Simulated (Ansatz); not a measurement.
C3H7GaO (`C=[C](O)[GaH][CH3]`), charge 0, multiplicity 1.

(1) Give a relaxed structure at PBE0-D4/def2-TZVP (Ansatz). (Best estimate.)

Results:

(1) Ansatz gave: 
Z-matrix (Å, degrees):
```
C
Ga 1 1.961
H 1 1.093 2 110.7
H 1 1.090 2 111.4 3 -121.6
H 1 1.094 2 110.0 3 118.0
C 2 1.973 1 121.1 3 127.3
H 2 1.572 1 123.5 3 -52.9
O 6 1.363 2 115.8 1 -0.5
C 6 1.336 2 121.1 1 179.6
H 8 0.966 6 109.5 2 -179.9
H 9 1.090 6 122.7 2 180.0
H 9 1.082 6 120.2 2 -0.0
```
This is one stationary point; other conformers may exist.
